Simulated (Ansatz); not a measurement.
`[CH3][GaH][S]S`, relaxed with RKS PBE-D4/def2-SVP in Ansatz from a rough embedded geometry. The force threshold is 0.03 eV/Å; the program also tests the step.

The species carries charge 0 and has multiplicity 1.

Start:

```xyz
9

C     0.127   -1.217    0.236
Ga    1.110    0.187   -1.433
S    -0.310    1.468   -1.082
S    -0.262    2.490    0.886
H     0.425   -2.298   -0.089
H    -0.862   -1.345    0.701
H     0.878   -0.875    0.979
H    -0.033    0.135   -1.566
H    -1.074    1.456    1.368
```

Task: By how much does the energy fall, and how many steps does the optimiser take? (An estimate is asked.)

Result: The calculation gave: 8.69 eV, in 27 steps, 2 of them rejected.

Task: Which bonds change most? (An estimate is asked.)

Result: Ansatz gave: Ga2–H8 from 1.151 to 1.579 Å; C1–Ga2 from 2.393 to 1.965 Å; Ga2–S3 from 1.945 to 2.245 Å; S3–S4 from 2.219 to 2.124 Å.

Task: Give the relaxed structure. (An estimate is asked.)

Result: The calculation gave: 
```xyz
9

C     0.281   -1.341    0.265
Ga    0.060   -0.079   -1.226
S    -0.143    2.117   -0.811
S     0.091    2.229    1.297
H     1.185   -1.963    0.107
H    -0.595   -2.020    0.310
H     0.369   -0.790    1.221
H    -0.008   -0.366   -2.778
H    -1.238    2.213    1.616
```
